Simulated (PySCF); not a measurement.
Start geometry of [AuCl4]- (`[Cl][Au-]([Cl])([Cl])[Cl]`) from GFN2-xTB (Å):
```
atom  x, y, z in Å
Au1    0.0614   -0.0769    0.0311
Cl2    2.2526   -0.0391   -0.0071
Cl3   -0.0366    2.2611   -0.0213
Cl4   -2.1683    0.0337   -0.0189
Cl5   -0.0343   -2.2892   -0.0459
```

Problem. What comes out of this run: PBE0-D3(BJ)/def2-SVP geometry optimisation, gas phase, def2 core potentials past Kr (PySCF 2.14.0)?

Solution. 
```
atom  x, y, z in Å
Au1    0.015   -0.022   -0.012
Cl2    2.335   -0.040   -0.005
Cl3    0.033    2.298    0.000
Cl4   -2.305   -0.004   -0.017
Cl5   -0.003   -2.342   -0.028
```

The energy falls by 7.8 kcal/mol over 7 energy and gradient evaluations, the largest force component goes from 0.0462 to 6.5e-05 Eh/bohr, and the atoms move by 0.094 Å rms after alignment. The bond that changes most is Au1–Cl2 (ends: gold bonded to 4 Cl; chlorine bonded to Au), which lengthens by 0.128 Å. Bonds longer at the end by more than 0.005 Å: 3 of 4; shorter: 1. Among the angles that change most is Cl3–Au1–Cl5, from 174.1° to 179.9°. Rotational constants go from 1483, 1387, 717.1 to 1343, 1342, 671.3 MHz. The orientation of the end geometry is arbitrary; only internal coordinates are fixed.

The run used 104 basis functions and 50 SCF cycles in all.

Not checked by PBE0-D3(BJ)/def2-SVP frequencies.
